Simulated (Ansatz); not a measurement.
The same atomization along the group Al, Ga, In.

Computed with Ansatz on PBE0-D4/def2-TZVP structures; ΔE is electronic, products minus reactants. CCSD(T)/CBS adds triple-zeta CCSD(T) − MP2 to the extrapolated MP2 energy (def2 sets, frozen cores). This one scheme is used for every species, atoms too. Functionals use def2-TZVPP. Open shells (•) are unrestricted, without spin–orbit coupling. Spin–orbit coupling would lower the free atoms: a little for Al, O, S, Si; clearly for Ga; strongly for In. Elements past krypton have def2 core potentials. Bonds to Ga, In are less sure, by a few kJ/mol each and by 10 to 20 or more in all where they break to atoms, as the def2 sets lack core-valence functions. Scalar relativity is left out up to krypton. Each species was taken in one conformer, which may not be the lowest.

| reaction | ωB97M-V (kJ/mol) | CCSD(T)/CBS(def2) (kJ/mol) |
| --- | --- | --- |
| `[OH][Al]([SH])[O][SiH3]` → Al• + 5 H• + 2 O• + S• + Si• | 3561 | 3573 |
| `[OH][Ga]([SH])[O][SiH3]` → Ga• + 5 H• + 2 O• + S• + Si• | 3304 | 3331 |
| `[OH][In]([SH])[O][SiH3]` → In• + 5 H• + 2 O• + S• + Si• | 3153 | 3181 |

Largest T1 diagnostic: 0.018, for Al•.

For atomizations the MP2-based limit and the directly extrapolated one differ by several kJ/mol either way, and by 10 to 25 for some Ge, Se and Sn compounds, so smaller differences from it don't rank the levels.
